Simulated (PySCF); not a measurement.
Ionisation energy of Pb⁺ by level of theory

Pb⁺ [Xe] 4f14 5d10 6s2 6p1 (2P) → Pb²⁺ [Xe] 4f14 5d10 6s2 (1S), as a difference of total energies. All numbers are calculated (PySCF 2.14, a scalar-relativistic core potential, in aug-cc-pVQZ-PP with ECP60MDF). Correlated levels: valence: 5s2 5p6 5d10 frozen. The calculations carry no spin-orbit coupling.

```tsv
method	ionisation energy (eV)	error (eV)
UHF	13.209	-0.660
MP2 (valence)	13.422	-0.447
SCS-MP2 (valence)	13.411	-0.458
CCSD (valence)	13.466	-0.403
CCSD(T) (valence)	13.479	-0.390
```

Reference: 13.869 eV (measured; NIST levels, between the centres of gravity of the two terms).

Errors of the correlated levels include the incompleteness of this basis and the frozen core.
